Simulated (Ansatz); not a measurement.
Reaction (ligand exchange at the Si–N bond): `N[Si@H](O)N[Si@@H](N)F` + PH₃ → `N[SiH](F)P` + `N[SiH](N)O`

Gas-phase electronic energies from Ansatz, PBE0-D4/def2-TZVP geometries. CCSD(T)/CBS adds triple-zeta CCSD(T) − MP2 to the extrapolated MP2 energy (def2 sets, frozen cores). This one scheme is used for every species. Functionals use def2-TZVPP. B3LYP here is the variant with VWN-RPA as its local correlation; programs differ in this. One conformer a species, not always the lowest.

```csv
level,ΔE (kcal/mol),difference from CCSD(T)/CBS
r2SCAN-D4,15.7,-0.4
B3LYP-D4,16.8,0.7
ωB97X-V,15.8,-0.3
B2PLYP,16.0,-0.1
PBE,12.3,-3.8
MP2/def2-TZVPP,17.3,1.2
SCS-MP2/def2-TZVPP,17.4,1.3
CCSD/def2-TZVPP,17.3,1.2
HF/def2-QZVPP,16.9,0.8
MP2/def2-QZVPP,16.5,0.4
CCSD(T)/CBS,16.1,0
```

Largest T1 diagnostic among the species: 0.013.

The D4 term adds +2.0 kcal/mol with B3LYP and +1.2 kcal/mol with PBE0; it sums over pairs of atoms, weighted by their polarisabilities, and B3LYP, whose exchange is more repulsive, gets the larger term. From PBE to PBE0 (25 % exact exchange), in def2-TZVPP and without D4, ΔE moves by +1.1 kcal/mol.
